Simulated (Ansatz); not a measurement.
```yaml
crystal:
  periodic: [false, false, false]
  atoms:
    - {symbol: Cl, position_ang: [0.214344, 0.570872, -2.682847]}
    - {symbol: Ti, position_ang: [0.218493, -0.226326, -0.504287]}
    - {symbol: Cl, position_ang: [1.357197, -2.198940, -0.944406]}
    - {symbol: C, position_ang: [-1.866335, -1.147745, -1.239771]}
    - {symbol: C, position_ang: [-2.111095, 0.170186, -0.786880]}
    - {symbol: C, position_ang: [-1.836257, 0.215029, 0.586443]}
    - {symbol: C, position_ang: [-1.397282, -1.071695, 0.986067]}
    - {symbol: C, position_ang: [-1.454018, -1.913525, -0.141541]}
    - {symbol: C, position_ang: [0.705683, 1.790625, 0.609733]}
    - {symbol: C, position_ang: [1.687772, 1.672266, -0.392782]}
    - {symbol: C, position_ang: [2.457154, 0.533798, -0.120246]}
    - {symbol: C, position_ang: [1.981211, -0.037960, 1.083340]}
    - {symbol: C, position_ang: [0.912011, 0.743308, 1.541614]}
    - {symbol: H, position_ang: [-1.926575, -1.484415, -2.262086]}
    - {symbol: H, position_ang: [-2.408899, 1.002675, -1.404194]}
    - {symbol: H, position_ang: [-1.930821, 1.079548, 1.223986]}
    - {symbol: H, position_ang: [-1.101006, -1.367828, 1.980382]}
    - {symbol: H, position_ang: [-1.156247, -2.947986, -0.169390]}
    - {symbol: H, position_ang: [-0.047009, 2.561488, 0.667828]}
    - {symbol: H, position_ang: [1.779997, 2.303597, -1.260213]}
    - {symbol: H, position_ang: [3.233647, 0.126837, -0.747544]}
    - {symbol: H, position_ang: [2.348386, -0.944309, 1.537818]}
    - {symbol: H, position_ang: [0.339638, 0.570520, 2.439005]}
basis:
  gaussian: {orbitals: def2-TZVPD}
total_charge: 1
magnetization: {spin_polarized: true, initial_magnetization: 2}
hamiltonian: {xc: {name: B2PLYP}}
output: {forces: true}
```

```sh
$ ansatz run in.yaml --threads 11 --pin off --events-out ev --progress --plain --max-ram 110592MiB --backend cuda --devices 0, --max-vram 75GiB
```

Shortened log:

```
Error: a molecule whose nuclei and cores have a total charge of 126 cannot have a net charge of 1 together with 2 unpaired electrons
```

Something in this input is off. What?

The number of unpaired electrons doesn't fit the electron count. The program refused the input.
